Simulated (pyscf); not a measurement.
Elementary routes open to •HC=CH–C≡N in the gas phase (doublet surface):
A. cyclic C₃H₂N (SMILES [N]=c1cc1) [doublet] (none broken; C–C formed)
B. H₂C=C•–C≡N (C–H broken; C–H formed)

Optimised with ωB97X-D3(BJ)/def2-SVP in PySCF. MP2 and CC: frozen core, UHF for open shells. ΔMP2 is the change of the MP2 total energy from the triple- to the quadruple-zeta basis.

**Question.** Rank the routes by free-energy barrier at 900 K, lowest first, for CCSD(T)/def2-TZVPP + ΔMP2(QZVPP) energies (ideal gas, 1 atm, RRHO with modes under 100 cm⁻¹ raised to 100, one conformer, R ln 2 for chiral ones without a mode under 150 cm⁻¹).

**Answer.** A (29.7 kcal/mol), B (43.1 kcal/mol)

Route A is the fastest of these, ahead of the next by 13.4 kcal/mol. The most stable products are those of B (ΔG = -6.5 kcal/mol), whose barrier is 13.4 kcal/mol higher: the kinetic and the thermodynamic product differ. At 298 K A is still the fastest. Only these routes are compared; each barrier is that of the saddle found, and lower ones may exist. The CCSD(T) − MP2 part came from Ansatz, without density fitting, on the same reference. An open-shell T1 diagnostic exceeds 0.045. A UHF reference is spin-contaminated (<S²> up to 1.38), which harms MP2 most.
